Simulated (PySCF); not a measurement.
## ReCl₃⁺, quartet: computed properties

Computed with PySCF, UPBE0, basis Re def2-SVP with ECP60, Cl def2-SVP (scalar-relativistic core potentials, no spin–orbit coupling, density fitting).

The structure is a minimum.

| Quantity | Value |
| --- | --- |
| Point group | D3h |
| Bond lengths | Re–Cl 2.180 Å (×3) |
| Bond angles | Cl–Re–Cl 120.0° (×3) |
| Lowest empty level (α) | -9.86 eV |
| Dipole moment about the centre of mass | 0.00 D |
| Heat capacity Cp at 298.15 K | 74.4 J/(mol K) |
| Rotational constants | 0.06762, 0.06762, 0.03381 cm⁻¹ |
| Enthalpy at 298.15 K above 0 K | 17.71 kJ/mol |
| Zero-point energy | 10.1 kJ/mol |
| Spin squared ⟨S²⟩ | 3.771 |
| Principal polarisabilities | 35.1, 77.7, 77.7 bohr³ |
| Rotational symmetry number | 6 |
| Principal quadrupole moments (Buckingham, traceless) about the centre of mass | -6.04, 3.02, 3.02 D Å |
| Highest occupied level (α) | -13.84 eV |
| Entropy at 298.15 K and 1 bar (electronic part: spin only) | 350.2 J/(mol K) |

Harmonic modes (masses in u: Re 186.956, Cl 34.969):
| symmetry | ω (cm⁻¹) | IR (km/mol, summed over degenerate members) | μ (u) |
| --- | --- | --- | --- |
| a2'' | 74 | 1.0 | 49.41 |
| e' | 111 | 0.4 | 38.82 |
| a1' | 446 | 0.0 | 34.97 |
| e' | 475 | 96.3 | 43.33 |

In D3h the vibrations span a2'' + 2e' + a1'. The a1' mode carries no infrared intensity, as symmetry demands.

Charges (e):
```json
{"atom": "Re1", "Mulliken": "0.89", "Löwdin": "-0.17", "polar tensor": "1.67", "spin (Mulliken)": "2.79", "Mayer order to Re1": "–"}
{"atom": "Cl2,3,4", "Mulliken": "0.04", "Löwdin": "0.39", "polar tensor": "-0.22", "spin (Mulliken)": "0.07", "Mayer order to Re1": "1.42"}
```

Mulliken populations on Re1 (electrons outside its core potential): s 2.60, p 6.27, d 5.17, f 0.07.

Formally Re is in oxidation state +4, d3, with 3 unpaired electrons (the high-spin count). The Mulliken spin on Re is 2.79. The polar-tensor charge on Re, 1.67, is far below the formal one.

This need not be the most stable arrangement of these atoms. Other spin states or occupations of the open shell can lie lower. Spin–orbit coupling, left out here, can matter for elements this heavy.

The final relaxation and frequency run took 56 s on 2 threads of a shared Arm Neoverse N1 host, with 86 basis functions and 7 gradients; the process peaked at 0.98 GiB.
